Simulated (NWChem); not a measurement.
Species: CF2, singlet; SMILES F[C]F

All runs: NWChem. Low-valent species are run as closed-shell singlets; no triplet was tried in these runs. The geometry was optimised at PBE0/def2-SVP. Ions are spin-unrestricted doublets at the neutral geometry; other ion states weren't tried. Functional: LC-ωPBE (HJS hole) with def2-SVP; the question gives the range parameter ω in 1/bohr.

**Question.** Estimate the computed values for range parameter (1/bohr) 0.20. Quantities: vertical ionisation energy, ΔSCF (eV); −ε(HOMO) (eV).

**Answer.** 
```
Item                                   Result
-------------------------------------  ------
vertical ionisation energy, ΔSCF (eV)   11.63
−ε(HOMO) (eV)                            9.52
```
